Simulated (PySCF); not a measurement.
ClH₄NSn, SMILES [NH2][SnH2][Cl].

Coordinates come from a B3LYP-D3(BJ)/def2-SVP optimisation. The def2 effective core potentials stand for the cores of Sn; spin–orbit coupling is left out. One conformer was computed; it need not be the lowest.

Calculation: PBE/def2-TZVPD (PySCF).

Symmetry labels are those of the subgroup Cs that the program uses (full group Cs).

Computed valence orbital energies around the gap with their symmetry:
```csv
orbital,symmetry,energy (eV)
HOMO−7,A',-13.06
HOMO−6,A",-11.93
HOMO−5,A',-9.32
HOMO−4,A",-8.72
HOMO−3,A',-8.66
HOMO−2,A',-7.40
HOMO−1,A",-7.21
HOMO,A',-6.47
LUMO,A',-1.89
LUMO+1,A',-1.13
LUMO+2,A',-0.77
LUMO+3,A',0.07
```
